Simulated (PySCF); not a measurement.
Computed IR spectrum (relative IR intensity) of a molecule C₅H₇F. Geometry optimised at B3LYP-D3(BJ)/def2-SVP. Other conformers were not sampled. The numbers are results of B3LYP-D3(BJ)/def2-SVP in PySCF, not measurements. Harmonic, unscaled wavenumbers; measured fundamentals usually lie a few per cent lower.

Lines under 2 % of the strongest are left out, and lines within 2 cm⁻¹ are merged.

ν (cm⁻¹): 403 (w), 629 (vw), 844 (w), 929 (m), 1039 (w), 1053 (vw), 1177 (vs), 1314 (vw), 1441 (w), 1450 (w), 1473 (w), 1681 (vw), 1735 (m), 3026 (w), 3093 (w), 3125 (w), 3199 (w), 3241 (w) (against the strongest line: vs over 80 %, s over 45 %, m over 15 %, w over 4 %, vw less)

Task: Identify the compound among the candidates.
A) CC1=C(F)CC1
B) C=C/C(C)=C\F
C) F/C=C\C1CC1
D) C[C@H]1CC=C1F

Result: B, C=C/C(C)=C\F
